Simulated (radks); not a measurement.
Species: Sc+. Configuration: [Ar] 3d1 4s1. Method: scalar-relativistic Kohn-Sham, r2SCAN, spin-polarised, spherical densities, finite nucleus; open shells are filled with parallel spins first; meta-GGA in the generalised Kohn-Sham scheme; Fermi nuclear charge, rms radius 3.5459 fm; computed with a radial shooting solver on a logarithmic mesh with Libxc functionals.

Unscreened Slater integrals over Kohn-Sham orbitals (cm^-1). They are taken over the spin-up orbitals.

integral    value
F0(3d,3d)  119300
F2(3d,3d)   53417
F4(3d,3d)   32902
F0(3d,4s)   71706
G2(3d,4s)   13852
F0(3d,3p)  139560
F2(3d,3p)   63585
G1(3d,3p)   79063
G3(3d,3p)   47060
F0(3d,3s)  143870
G2(3d,3s)   58672
F0(4s,4s)   59366
F0(4s,3p)   75416
G1(4s,3p)  5075.3
F0(4s,3s)   75975
G0(4s,3s)  3468.8
F0(3p,3p)  169780
F2(3p,3p)   85340
F0(3p,3s)  176430
G1(3p,3s)  117360
F0(3s,3s)  183900

Derived for the open shells (J is the average intra-shell exchange parameter used in DFT+U). 3d: Racah B = F2/49 - 5 F4/441 = 717.1 cm^-1, C = 35 F4/441 = 2611 cm^-1, C/B = 3.64, F4/F2 = 0.616, J = (F2 + F4)/14 = 6166 cm^-1.
